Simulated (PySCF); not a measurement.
GeH₃O₃, charge +1, multiplicity 1. Atoms are numbered in the order given.

```xyz
7

O     -1.6991     0.0363     0.0000
Ge     0.0162    -0.0025     0.0000
O      0.8593     1.5087     0.0000
O      0.6088    -1.6200     0.0000
H     -2.0987     0.9362     0.0000
H      1.8430     1.4876     0.0000
H      1.5841    -1.7443     0.0000
```
Charge +1, spin multiplicity 1.

The structure is a stationary point at PBE-D3(BJ)/def2-SVP. The spin state was assumed, not searched. The isomer is the one that the SMILES or the coordinates give; other isomers of the formula were not compared. One conformer was computed; it need not be the lowest.

Calculation: PBE0/pcSseg-1 run with PySCF.

GIAO shieldings, no solvent; atoms listed in one row are averaged. δ = σ(ref) − σ: ¹⁷O against H2O (σ = 334.2 ppm); ⁷³Ge against GeH4 (σ = 1658.3 ppm); ¹H against TMS (σ = 31.56 ppm), references at their B3LYP-D3(BJ)/def2-TZVP geometries, non-relativistic.

Computed chemical shifts:
| nucleus | atoms | count | δ (ppm) |
|---|---|---|---|
| ¹⁷O | O3 | 1 | 138.2 |
| ¹⁷O | O4 | 1 | 125.1 |
| ¹⁷O | O1 | 1 | 107.1 |
| ⁷³Ge | Ge2 | 1 | 403.4 |
| ¹H | H6 | 1 | 6.90 |
| ¹H | H7 | 1 | 6.58 |
| ¹H | H5 | 1 | 6.55 |
